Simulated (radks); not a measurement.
All-electron atom: Mo I in [Kr] 4d5 7s1 (not the ground configuration). Method: scalar-relativistic Kohn-Sham, PBEsol, spin-unpolarised, spherical densities, point nucleus; computed with a radial shooting solver on a logarithmic mesh with Libxc functionals.

Normalised radial functions P(r) = r R(r), r in bohr:

r              4p       4d       7s
0.002794   0.0030   0.0000   0.0055
0.003332   0.0042   0.0000   0.0064
0.003941   0.0056   0.0000   0.0073
0.004662   0.0076   0.0001   0.0083
0.005515   0.0103   0.0001   0.0093
0.006577   0.0140   0.0001   0.0105
0.00778    0.0189   0.0002   0.0116
0.009203   0.0253   0.0003   0.0128
0.01089    0.0337   0.0006   0.0138
0.01298    0.0453   0.0009   0.0146
0.01536    0.0596   0.0014   0.0151
0.01817    0.0777   0.0023   0.0151
0.02149    0.1003   0.0036   0.0144
0.02562    0.1293   0.0057   0.0128
0.03031    0.1622   0.0088   0.0102
0.03586    0.1995   0.0135   0.0065
0.04242    0.2397   0.0204   0.0016
0.05058    0.2815   0.0310  -0.0046
0.05983    0.3161   0.0454  -0.0111
0.07078    0.3384   0.0653  -0.0174
0.08372    0.3394   0.0917  -0.0225
0.09984    0.3070   0.1275  -0.0251
0.1181     0.2358   0.1691  -0.0236
0.1397     0.1212   0.2166  -0.0174
0.1653    -0.0318   0.2660  -0.0064
0.1971    -0.2152   0.3130   0.0088
0.2331    -0.3816   0.3439   0.0238
0.2758    -0.5003   0.3500   0.0350
0.3262    -0.5312   0.3209   0.0383
0.389     -0.4391   0.2442   0.0302
0.4601    -0.2281   0.1253   0.0114
0.5443     0.0758  -0.0323  -0.0144
0.6439     0.4177  -0.2140  -0.0403
0.7678     0.7407  -0.4077  -0.0583
0.9083     0.9487  -0.5708  -0.0595
1.074      1.0188  -0.6898  -0.0416
1.271      0.9517  -0.7507  -0.0074
1.516      0.7756  -0.7502   0.0374
1.793      0.5647  -0.6976   0.0777
2.121      0.3644  -0.6088   0.1041
2.509      0.2067  -0.4996   0.1078
2.992      0.0979  -0.3787   0.0822
3.539      0.0406  -0.2696   0.0308
4.186      0.0139  -0.1766  -0.0381
4.952      0.0038  -0.1052  -0.1093
5.905      0.0008  -0.0541  -0.1654
6.985      0.0001  -0.0255  -0.1830
8.263      0.0000  -0.0101  -0.1455
9.775      0.0000  -0.0033  -0.0604
11.66      0.0000  -0.0008   0.0615
13.79      0.0000  -0.0002   0.1887
16.31      0.0000  0.0000   0.2794
19.29      0.0000  0.0000   0.2985
23.01      0.0000  0.0000   0.2223
27.22      0.0000  0.0000   0.1144
32.19      0.0000  0.0000   0.0439
38.08      0.0000  0.0000   0.0123
45.41      0.0000  0.0000   0.0023
53.72      0.0000  0.0000   0.0003

4p: eigenvalue -43.400 eV, 2 radial nodes at r = 0.160, 0.524 bohr, <r> = 1.24 bohr, 90 % of the charge inside 1.84 bohr. 4d: eigenvalue -8.575 eV, 1 radial node at r = 0.527 bohr, <r> = 1.89 bohr, 90 % of the charge inside 3.08 bohr. 7s: eigenvalue -0.757 eV, 6 radial nodes at r = 0.0445, 0.179, 0.497, 1.31, 3.83, 10.7 bohr, <r> = 17.8 bohr, 90 % of the charge inside 24.3 bohr.
